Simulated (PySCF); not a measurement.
Structure with atom numbers: `[CH2:1]=[C:2]([F:3])[Si:4]1([CH:5]=[O:6])[SiH2:7][O:8][SiH2:9]1`. Hydrogens are named by the atom that carries them. Ha(C1) is cis to F3; Hb(C1) is trans to F3.

- structure optimised with GFN2-xTB
- GIAO PBE0/pcSseg-1 shieldings
- code: PySCF 2.14
- one computed conformer, no solvent model, one averaged value for each set of equivalent atoms, relativity neglected

Chemical shifts δ = σref − σ; TMS for 13C (186.93 ppm), 1H (31.72 ppm), 29Si (349.16 ppm); 19F (170.95 ppm) vs CFCl3; 17O (336.08 ppm) vs H2O, all at this level.

```
          atoms  nucleus  count  δ (ppm)
        Si7/Si9     29Si      2      0.4
         Hb(C1)       1H      1     6.18
             O6      17O      1        ?
             C1      13C      1        ?
Ha(Si7)/Ha(Si9)       1H      2     6.07
             O8      17O      1        ?
          H(C5)       1H      1        ?
            Si4     29Si      1     -7.2
         Ha(C1)       1H      1     5.86
             C2      13C      1    173.4
             C5      13C      1    240.3
             F3      19F      1    -88.7
Hb(Si7)/Hb(Si9)       1H      2     6.12
```

**Question.** Complete the table.

**Answer.** 
- C1: 119.2 ppm, terminal =CH2 carbon; an sp2 carbon of a C=C bond
- H(C5): 12.71 ppm, hydrogen on a carbonyl carbon
- O6: 927.0 ppm, carbonyl oxygen
- O8: 65.0 ppm, oxygen bonded to 2 Si, in a 4-membered ring

Shifts are as computed. Against solution values, carbons near 30 ppm lie about +3 ppm off and those near 130 ppm about +5 ppm. Of 1211 compounds with measured shifts, 218 miss one by over three times the rms of a fit or turn the order of signals round; such compounds aren't used in these exercises. Unscaled 19F shifts against computed CFCl3 carry errors that often reach 10 to 50 ppm. Unscaled 17O shifts of doubly bonded oxygen tend to come out too high, by tens of ppm or more. Experimental scales use liquid or dissolved standards, which lie at an offset from isolated H2O (liquid H2O: subtract about 36 ppm).
